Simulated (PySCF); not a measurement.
F2GaH2N, SMILES [NH2][Ga]([F])[F]. Atoms are numbered in the order given.

```xyz
6

Ga     0.0076     0.0094     0.0000
F      0.9356    -0.0080     1.4735
F      0.9356    -0.0080    -1.4735
N     -1.7785    -0.0550     0.0000
H     -2.3133     0.1195    -0.8434
H     -2.3133     0.1195     0.8434
```
Charge 0, spin multiplicity 1.

Coordinates come from a r2SCAN-D4/def2-SVP optimisation. Other conformers were not sampled.

Level of theory: PySCF with PBE0/pcSseg-1.

GIAO shieldings, no solvent; atoms alike by connectivity are averaged. δ = σ(ref) − σ: ¹⁹F against CFCl3 (σ = 167.2 ppm); ¹⁵N against NH3 (σ = 267.4 ppm); ¹H against TMS (σ = 31.56 ppm), references at their B3LYP-D3(BJ)/def2-TZVP geometries, non-relativistic.

Computed chemical shifts:
```
nucleus   atoms  count  δ (ppm)
-------  ------  -----  -------
¹⁹F      F2, F3      2   -200.0
¹⁵N          N4      1     11.7
¹H       H5, H6      2     1.34
```
